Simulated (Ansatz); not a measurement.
`N[Si](N)([SiH3])Cl` + `NBF` → `FBN[SiH3]` + `N[SiH](N)Cl`  (cleavage of the Si–Si bond)

Isolated molecules relaxed with PBE0-D4/def2-TZVP in Ansatz; ΔE leaves out vibrations. CBS: MP2 limit from def2 TZ/QZ plus the TZ coupled-cluster correction, frozen cores. This one scheme is used for every species. Functionals use def2-TZVPP. Each species was taken in one conformer, which may not be the lowest.

| level | ΔE (kJ/mol) |
| --- | --- |
| r2SCANh-D4 | -41.7 |
| CAM-B3LYP-D4 | -49.2 |
| BLYP | -42.1 |
| CCSD(T)/def2-TZVPP | -49.2 |

Q: What does CCSD(T)/CBS give? (Estimate.)

A: Ansatz gave: -48.6 kJ/mol. The listed levels differ from it by 6.9, -0.6, 6.5, -0.6 kJ/mol.

Largest T1 diagnostic among the species: 0.012.

In def2-TZVPP, CCSD(T) changes the Hartree–Fock value by +20.5 kJ/mol (the triples alone add +3.2 kJ/mol) and MP2 by +14.4 kJ/mol. From BLYP to BHLYP (50 % exact exchange), in def2-TZVPP and without D4, ΔE moves by −15.0 kJ/mol.
